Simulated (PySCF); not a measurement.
**Two-component Hartree-Fock for Pb⁺ (lead, charge +1)**

Start: [Xe] 4f14 5d10 6s1 6p1 7s1; 6s1/2 filled at m_j = +1/2; 6p3/2 filled at m_j = +3/2; 7s1/2 filled at m_j = +1/2. Calculated with PySCF 2.14 in x2c-SVPall-2c with one added diffuse shell each of s, p type (8s12p7d2f, 93 functions): generalised Hartree-Fock with the X2C-1e Hamiltonian and a Gaussian nucleus; one run each with spin-orbit coupling (SO) switched off, then screened by Boettger's factors. This is a chosen level, not necessarily the ground level.

| spinor shell | electrons | ε, spin-free (eV) | ε, screened SO (eV) | weight of nominal j (screened SO) | rms radius, screened SO (bohr) |
| --- | --- | --- | --- | --- | --- |
| 1s1/2 | 2 | -88516.4 | -88477.7 | 1.000 | 0.0181 |
| 2s1/2 | 2 | -16002.5 | -15990.2 | 1.000 | 0.0730 |
| 2p1/2 | 2 | -13749.0 | -15333.8 | 1.000 | 0.0617 |
| 3s1/2 | 2 | -3925.1 | -3921.1 | 1.000 | 0.186 |
| 3p1/2 | 2 | -3269.1 | -3625.5 | 1.000 | 0.178 |
| 3p3/2 | 4 | -3269.1 | -3128.7 | 1.000 | 0.195 |
| 3d3/2 | 4 | -2586.3 | -2647.0 | 1.000 | 0.171 |
| 3d5/2 | 6 | -2586.3 | -2542.5 | 1.000 | 0.175 |
| 4s1/2 | 2 | -938.70 | -937.56 | 1.000 | 0.408 |
| 4p1/2 | 2 | -720.03 | -808.25 | 1.000 | 0.412 |
| 4p3/2 | 4 | -720.03 | -685.18 | 1.000 | 0.446 |
| 4d3/2 | 4 | -460.50 | -473.67 | 1.000 | 0.459 |
| 4d5/2 | 6 | -460.50 | -450.82 | 1.000 | 0.464 |
| 5s1/2 | 2 | -180.48 | -180.49 | 1.000 | 0.916 |
| 4f5/2 | 6 | -172.60 | -174.95 | 1.000 | 0.495 |
| 4f7/2 | 8 | -172.60 | -170.07 | 1.000 | 0.496 |
| 5p1/2 | 2 | -117.48 | -134.18 | 1.000 | 0.982 |
| 5p3/2 | 4 | -117.48 | -111.29 | 1.000 | 1.07 |
| 5d3/2 | 4 | -42.424 | -44.101 | 0.984 | 1.36 |
| 5d5/2 | 6 | -42.424 | -41.511 | 0.990 | 1.38 |
| 6s1/2 | 1 | -28.392 | -28.457 | 1.000 | 2.35 |
| 6p3/2 | 1 | -17.314 | -16.688 | 1.000 | 3.13 |
| 7s1/2 | 1 | -7.589 | -7.639 | 1.000 | 6.04 |

Q: Where does 2p3/2 lie, and what is the 2p spin-orbit splitting (screened SO)?

A: At -13138.5 eV, 2195.2 eV above 2p1/2.

```json
{"quantity": "E (hartree)", "spin-free": "-20863.73167", "screened SO": "-20901.39233"}
{"quantity": "M_J", "spin-free": "5/2", "screened SO": "5/2"}
{"quantity": "⟨J²⟩", "spin-free": "8.757", "screened SO": "8.758"}
{"quantity": "⟨L²⟩", "spin-free": "2.005", "screened SO": "2.190"}
{"quantity": "⟨S²⟩", "spin-free": "3.752", "screened SO": "3.941"}
```

Each row is a mean over spinors that exchange with the open shell spreads, by up to 0.879 eV (5d5/2).

Breit and QED terms are absent; they matter most for the inner s and p1/2 levels.

Densities and radii are taken from the X2C orbitals without a picture-change correction, which distorts them close to the nucleus.

Without spin-orbit coupling the j labels of p, d and f shells carry no meaning; the spin-free column gives the mean over the occupied spinors of each nl shell.
